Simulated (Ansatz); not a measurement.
CH5AlBNO can be A, `B[N]1[AlH][CH]1O`, or B, `B1C[NH][AlH][O]1`.

Isolated molecules relaxed with PBE0-D4/def2-TZVP in Ansatz; ΔE leaves out vibrations. CCSD(T)/CBS adds triple-zeta CCSD(T) − MP2 to the extrapolated MP2 energy (def2 sets, frozen cores). Functionals use def2-TZVPP. Each species was taken in one conformer, which may not be the lowest.

Problem. Which is lower in electronic energy at CCSD(T)/CBS, and by how much? (Best estimate.)

Solution. Computed: B, by 94.6 kcal/mol.

Problem. Give E(B) − E(A) in kcal/mol with CCSD(T)/def2-SVP, r2SCAN-D4, PBE0-D4, BLYP-D4, B2PLYP, LDA (SPW92), HF/def2-TZVPP. (Estimate.)

Solution. Ansatz gave: CCSD(T)/def2-SVP -93.5, r2SCAN-D4 -93.3, PBE0-D4 -92.2, BLYP-D4 -88.6, B2PLYP -93.6, LDA (SPW92) -90.8, HF/def2-TZVPP -98.6. None reverses the order clearly.

Problem. Does the order hold for the free energy at 298.15 K (harmonic terms from PBE0-D4)? (Estimate.)

Solution. The calculation gave: Yes: G(B) − G(A) = -91.1 kcal/mol, for one conformer each.

Largest T1 diagnostic: 0.014.

From PBE to PBE0 (25 % exact exchange), in def2-TZVPP and without D4, E(B) − E(A) moves by −4.1 kcal/mol. Leaving LDA and LC-ωPBE aside and taking each functional with its dispersion term where it has one, the values, not all of them listed here, spread over 9.0 kcal/mol, from BHLYP-D4 to revPBE-D4. LDA lies −2.9 kcal/mol from PBE without D4.
